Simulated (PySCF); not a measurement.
**Excitation energy of Hf by level of theory**

Hf [Xe] 4f14 5d2 6s2 (3F) → Hf [Xe] 4f14 5d3 6s1 (5F), as a difference of total energies. All numbers are calculated (PySCF 2.14, the spin-free X2C one-electron Hamiltonian (Gaussian nucleus), in ANO-RCC-VTZP). Correlated levels: valence: [Xe] 4f14 frozen; valence and next inner shell: [Kr] 4d10 4f14 frozen. The calculations carry no spin-orbit coupling.

| method | excitation energy (cm⁻¹) |
| --- | --- |
| UHF | 7433.7 |
| LDA | 10437 |
| PBE | 9360.0 |
| PBE0 | 9139.0 |
| r2SCAN | 6847.0 |
| MP2 (valence) | 11604 |
| SCS-MP2 (valence) | 14941 |
| MP2 (valence and next inner shell) | 11653 |
| SCS-MP2 (valence and next inner shell) | 14478 |

A first-order spin-orbit estimate (lowest level to lowest level, LS coupling) adds 0.056 eV.
